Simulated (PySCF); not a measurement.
Diatomics with 132 electrons

r²SCAN in PySCF with def2-SVP on every atom (core potentials on In, Sn, Sb, Tl, Pb, Bi), for the lowest determinant that a PBE0 search found; no spin–orbit coupling. All have 132 electrons, 8 of them in the valence shells, and the same state, a triplet (π ↑↑). For ions De leads to the atom and ion picked by measured ionisation energies and electron affinities.

```
species  difference of nuclear charges  Re (Å)  ωe (cm⁻¹)  k (mdyn/Å)  De (eV)  dissociates to  Mayer bond order
   TlSb                             30   3.022        123       0.681     1.63         Tl + Sb              1.11
   SnPb                             32   2.840        164        1.21     2.29         Sn + Pb              1.99
   InBi                             34   3.032        124       0.674     1.54         In + Bi              1.14
  SnBi⁺                             33   2.882        162        1.18      n/a        Sn + Bi⁺              1.71
```

Spin–orbit coupling is left out, which matters for elements this heavy, above all for dissociation energies. States were picked by a PBE0 search and need not be the measured ground states.
